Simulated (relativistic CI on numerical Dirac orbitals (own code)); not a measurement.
Radial parameters of Bi25+

Computed by Dirac-Coulomb-Breit CI, orbitals from a KLI potential per configuration, a model potential for QED, unscaled Slater integrals (own radial code, finite nucleus).

Slater integrals F^k, G^k are unscaled and averaged over j, outside the closed core [Ar] 3d10; ζ comes from projecting the Hamiltonian with its Breit term on Σ l·s of the shell.

- 4s2 4p6 4d10 4f12: F^2(4f,4f) = 253930, F^4(4f,4f) = 164200, F^6(4f,4f) = 119640, ζ(4f) = 13306 cm⁻¹; <r>(4f) = 0.4054, <r^2>(4f) = 0.1908 (bohr units).
- 4s2 4p6 4d10 4f11 5s: F^2(4f,4f) = 256600, F^4(4f,4f) = 166050, F^6(4f,4f) = 121020, ζ(4f) = 13611, G^3(4f,5s) = 38830 cm⁻¹; <r>(4f) = 0.4019, <r^2>(4f) = 0.1874, <r>(5s) = 0.7219, <r^2>(5s) = 0.5804 (bohr units).
- 4s2 4p6 4d10 4f10 5s2: F^2(4f,4f) = 259460, F^4(4f,4f) = 168020, F^6(4f,4f) = 122510, ζ(4f) = 13919 cm⁻¹; <r>(4f) = 0.3982, <r^2>(4f) = 0.1838 (bohr units).

Averages of the first 10 configurations, taken without configuration mixing, which lowers the lowest level and can move excited configurations by several eV; other configurations of the list can lie among them:

| Configuration | Parity | States | Average energy above the lowest level (eV) |
| --- | --- | --- | --- |
| 4s2 4p6 4d10 4f12 | even | 91 | 7.9 |
| 4s2 4p6 4d10 4f11 5s | odd | 728 | 91.9 |
| 4s2 4p6 4d10 4f10 5s2 | even | 1001 | 186.1 |
| 4s2 4p6 4d10 4f11 5p | even | 2184 | 170.5 |
| 4s2 4p6 4d9 4f13 | odd | 140 | 302.4 |
| 4s2 4p6 4d10 4f10 5s 5p | odd | 12012 | 261.7 |
| 4s2 4p6 4d8 4f14 | even | 45 | 599.2 |
| 4s2 4p5 4d10 4f13 | even | 84 | 578.1 |
| 4s2 4p6 4d9 4f12 5s | even | 1820 | 384.9 |
| 4s2 4p6 4d10 4f11 5f | even | 5096 | 374.4 |
